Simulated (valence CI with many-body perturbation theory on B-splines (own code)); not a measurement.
Energy levels of Yb²¹⁺

Method: relativistic CI+MBPT: three valence electrons over a frozen Dirac-Fock core [Kr] 4d10, radial functions for each j: 7 s, 7 p, 7 d, 7 f, 4 g, 2 h, with the one-electron correlation potential Σ1, the two-electron term Σ2, the three-electron term Σ3, Breit, model QED; selected CI, second order for the rest, scaled by the run's own slope (own B-spline code, finite nucleus).

No measured levels were compared; by estimate terms of the open shell hold to a few per cent of their energy, and close levels can change places. The list stops below the first excitations out of the core.

Levels 91 to 135 of 136, with energies above the lowest level, (4f5/2^3) J=9/2. "Leading %" is the weight of the configuration and term that name the level; weights of strongly mixed levels are sums over their largest components and can fall short. In the jj column 3d3/2^4 stands for four electrons in 3d with j = 3/2. Lifetimes count E1, E2, E3, M1 and M2 decay at the calculated energies, and are blank where another channel may lead or the interval is too uncertain; long ones can be off by a factor of two.

| No. | Configuration | Term | J | E (cm⁻¹) | Leading % | Leading jj | Lifetime |
| --- | --- | --- | --- | --- | --- | --- | --- |
| 91 | 4f2.5p | 2P° | 1/2 | 949130 | 94 | 4f7/2^2 5p1/2 (72 %) | 80.2 ps |
| 92 | 4f2.5p | 4I° | 11/2 | 957430 | 41 | 4f5/2^2 5p3/2 (63 %) | 27.7 ps |
| 93 | 4f2.5p | 4G° | 5/2 | 960580 | 81 | 4f5/2^2 5p3/2 (94 %) | 26.5 ps |
| 94 | 4f2.5p | 4G° | 9/2 | 964930 | 38 | 4f5/2 4f7/2 5p3/2 (98 %) | 28.7 ps |
| 95 | 4f2.5p | 4F° | 3/2 | 966180 | 44 | 4f5/2^2 5p3/2 (82 %) | 28.0 ps |
| 96 | 4f2.5p | 4D° | 1/2 | 968110 | 88 | 4f5/2^2 5p3/2 (76 %) | 27.9 ps |
| 97 | 4f2.5p | 2H° | 11/2 | 969380 | 39 | 4f5/2 4f7/2 5p3/2 (67 %) | 28.3 ps |
| 98 | 4f2.5p | 4I° | 13/2 | 970230 | 66 | 4f5/2 4f7/2 5p3/2 (83 %) | 27.7 ps |
| 99 | 4f2.5p | 4F° | 5/2 | 972260 | 52 | 4f5/2^2 5p3/2 (60 %) | 27.1 ps |
| 100 | 4f2.5p | 4G° | 7/2 | 973420 | 41 | 4f5/2^2 5p3/2 (58 %) | 27.3 ps |
| 101 | 4f2.5p | 4G° | 11/2 | 974460 | 43 | 4f5/2 4f7/2 5p3/2 (64 %) | 28.1 ps |
| 102 | 4f2.5p | 4F° | 7/2 | 976120 | 35 | 4f5/2 4f7/2 5p3/2 (94 %) | 27.4 ps |
| 103 | 4f2.5p | 4D° | 3/2 | 980610 | 56 | 4f5/2 4f7/2 5p3/2 (96 %) | 28.2 ps |
| 104 | 4f2.5p | 2F° | 7/2 | 981060 | 38 | 4f5/2 4f7/2 5p3/2 (77 %) | 27.7 ps |
| 105 | 4f2.5p | 4F° | 9/2 | 981930 | 32 | 4f5/2 4f7/2 5p3/2 (95 %) | 27.1 ps |
| 106 | 4f2.5p | 2F° | 5/2 | 983470 | 40 | 4f5/2 4f7/2 5p3/2 (92 %) | 27.7 ps |
| 107 | 4f2.5p | 4I° | 15/2 | 984150 | 98 | 4f7/2^2 5p3/2 (74 %) | 27.4 ps |
| 108 | 4f2.5p | 2G° | 9/2 | 984850 | 46 | 4f5/2 4f7/2 5p3/2 (89 %) | 27.2 ps |
| 109 | 4f2.5p | 2I° | 13/2 | 986270 | 60 | 4f7/2^2 5p3/2 (56 %) | 27.4 ps |
| 110 | 4f2.5p | 2F° | 5/2 | 988300 | 59 | 4f5/2 4f7/2 5p3/2 (80 %) | 27.4 ps |
| 111 | 4f2.5p | 4G° | 11/2 | 989590 | 51 | 4f5/2 4f7/2 5p3/2 (58 %) | 26.9 ps |
| 112 | 4f2.5p | 2G° | 7/2 | 990510 | 49 | 4f5/2 4f7/2 5p3/2 (84 %) | 26.5 ps |
| 113 | 4f2.5p | 2G° | 9/2 | 992930 | 54 | 4f7/2^2 5p3/2 (86 %) | 27.9 ps |
| 114 | 4f2.5p | 2H° | 11/2 | 999860 | 55 | 4f7/2^2 5p3/2 (90 %) | 27.6 ps |
| 115 | 4f2.5p | 2F° | 5/2 | 1002700 | 49 | 4f7/2^2 5p3/2 (93 %) | 27.9 ps |
| 116 | 4f2.5p | 2P° | 1/2 | 1004400 | 41 | 4f5/2 4f7/2 5p3/2 (79 %) | 29.5 ps |
| 117 | 4f2.5p | 2F° | 7/2 | 1006000 | 50 | 4f7/2^2 5p3/2 (81 %) | 27.4 ps |
| 118 | 4f2.5p | 4S° | 3/2 | 1006800 | 29 | 4f5/2 4f7/2 5p3/2 (66 %) | 28.2 ps |
| 119 | 4f2.5p | 2G° | 9/2 | 1008500 | 64 | 4f7/2^2 5p3/2 (76 %) | 26.2 ps |
| 120 | 4f2.5p | 2I° | 13/2 | 1010700 | 60 | 4f5/2 4f7/2 5p3/2 (72 %) | 29.1 ps |
| 121 | 4f2.5p | 2F° | 7/2 | 1012200 | 60 | 4f5/2 4f7/2 5p3/2 (71 %) | 26.7 ps |
| 122 | 4f2.5p | 4P° | 3/2 | 1017200 | 31 | 4f7/2^2 5p3/2 (41 %) | 27.2 ps |
| 123 | 4f2.5p | 2D° | 5/2 | 1019700 | 64 | 4f5/2 4f7/2 5p3/2 (63 %) | 26.1 ps |
| 124 | 4f2.5p | 2H° | 11/2 | 1020400 | 54 | 4f5/2 4f7/2 5p3/2 (62 %) | 27.7 ps |
| 125 | 4f2.5p | 2P° | 1/2 | 1022200 | 48 | 4f7/2^2 5p3/2 (68 %) | 28.9 ps |
| 126 | 4f2.5p | 4D° | 5/2 | 1025600 | 50 | 4f5/2 4f7/2 5p3/2 (97 %) | 26.6 ps |
| 127 | 4f2.5p | 2D° | 3/2 | 1027000 | 65 | 4f5/2 4f7/2 5p3/2 (53 %) | 26.8 ps |
| 128 | 4f2.5p | 2K° | 15/2 | 1030800 | 98 | 4f5/2 4f7/2 5p3/2 (74 %) | 26.7 ps |
| 129 | 4f2.5p | 4D° | 7/2 | 1032600 | 65 | 4f7/2^2 5p3/2 (88 %) | 27.0 ps |
| 130 | 4f2.5p | 2H° | 9/2 | 1039900 | 96 | 4f5/2 4f7/2 5p3/2 (71 %) | 25.4 ps |
| 131 | 4f2.5p | 2D° | 5/2 | 1043200 | 48 | 4f7/2^2 5p3/2 (82 %) | 26.2 ps |
| 132 | 4f2.5p | 2P° | 1/2 | 1044400 | 85 | 4f5/2 4f7/2 5p3/2 (78 %) | 26.2 ps |
| 133 | 4f2.5p | 2P° | 3/2 | 1046500 | 58 | 4f7/2^2 5p3/2 (58 %) | 26.3 ps |
| 134 | 4f.5s2 | 2F° | 5/2 | 1094200 | 99 | 4f5/2 5s^2 (99 %) | 1.76 μs |
| 135 | 4f2.5p | 2P° | 3/2 | 1101100 | 95 | 4f7/2^2 5p3/2 (77 %) | 26.9 ps |

Where two levels of one J and parity lie close, their mixing, g and order are uncertain.
